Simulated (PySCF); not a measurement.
# Computed records: BClGeH₃N

All values are calculated (PySCF 2.14.0). Calculation on a computer-drawn molecule: optimised geometry and harmonic frequencies of an isolated molecule of the commonest isotopes, restricted reference for singlets and unrestricted otherwise, frozen core in MP2; on germanium a core potential holds 10 electrons, which the energies leave out, and 3d is frozen in MP2 and coupled-cluster steps.

```yaml
- formula: BClGeH3N
  start_structure:
    atoms_angstrom:
      - [Cl, -1.5417, 2.7399, 1.1454]
      - [B, -0.0506, 2.1326, 1.1716]
      - ["N", 1.1204, 1.5601, 1.2046]
      - [Ge, 2.7331, 0.9212, 1.178]
      - [H, 3.2367, 0.8169, -0.1914]
      - [H, 2.6149, -0.4429, 1.8633]
      - [H, 3.5562, 1.8314, 1.9778]
  given:
    charge: 0
    multiplicity: 1
    method: HF
    basis: "cc-pV(D+d)Z"
    basis_and_core_potential_on_germanium: "cc-pVDZ-PP ECP10MDF"
    drawn_bonds_atom: [1, 2, 3, 4, 4, 4]
    drawn_bonds_other_atom: [2, 3, 4, 5, 6, 7]
    drawn_bonds_order: [1, 2, 1, 1, 1, 1]
  results:
    "rotational_constants [GHz]": null
    "total_energy [hartree]": null
```

Question: BClGeH₃N: rotational constants?
Answer: 79.78, 0.8735, 0.8735 GHz

Question: Estimate the total energy of BClGeH₃N.
Answer: -833.8242 hartree

Further results for BClGeH₃N:

* convergence status largest gradient component: 1.203e-05 hartree/bohr

Optimised structure:
```xyz
7
BClGeH3N
Cl    -1.6372     2.7799     1.1383
B     -0.0690     2.1087     1.1641
N      1.0683     1.6219     1.1829
Ge     2.7382     0.9071     1.2104
H      3.2461     0.7904    -0.2264
H      2.6701    -0.4749     1.8598
H      3.6524     1.8261     2.0202
```

Modes:
```tsv
frequency (cm⁻¹)	reduced mass (dalton)
93.57	7.088
93.57	7.088
360.5	32.37
420.3	9.551
420.3	9.551
707.3	1.144
707.3	1.144
886.3	5.486
959.2	1.021
959.2	1.021
965.4	1.174
2134	9.442
2235	1.024
2235	1.024
2264	1.034
```
